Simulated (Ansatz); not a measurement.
Reaction: BNH- (SMILES [N-]=B) → BNH- (SMILES N=[B-])
Each species at its own B3LYP-D3(BJ)/def2-TZVP minimum (Ansatz, a first-principles code).

Total energies in hartree (Ansatz). UHF or UKS for unpaired electrons; spin-orbit terms are left out. Cores are frozen in correlated methods. No relativity.

```tsv
species	HF/aug-cc-pVTZ	CCSD(T)/aug-cc-pVTZ	HF/aug-cc-pVQZ	CCSD(T)/aug-cc-pVQZ	CCSDT(Q)/aug-cc-pVTZ
1: BNH- (SMILES B=[N-])	-79.70378	-80.05455	-79.70869	-80.07488	-80.05619
2: BNH- (SMILES [B-]=N)	-79.70085	-80.04145	-79.70576	-80.06142	-80.04285
```

### Question
Work out the isomerisation energy (electronic) in kcal/mol: take Hartree-Fock from aug-cc-pVQZ, extrapolate the CCSD(T) correlation energy as X^-3 (X = 3, 4), and add CCSDT(Q) - CCSD(T) in aug-cc-pVTZ. 1 hartree = 627.51 kcal/mol.

### Answer

Species 1: correlation (64·(-0.36619) - 27·(-0.35077))/37 = -0.37744; step -0.00164; E1 = -79.70869 + (-0.37744) + (-0.00164) = -80.08777
Species 2: correlation (64·(-0.35566) - 27·(-0.34060))/37 = -0.36665; step -0.00140; E2 = -79.70576 + (-0.36665) + (-0.00140) = -80.07381
-1·E1 +1·E2 = 0.01396 hartree = 8.8 kcal/mol.
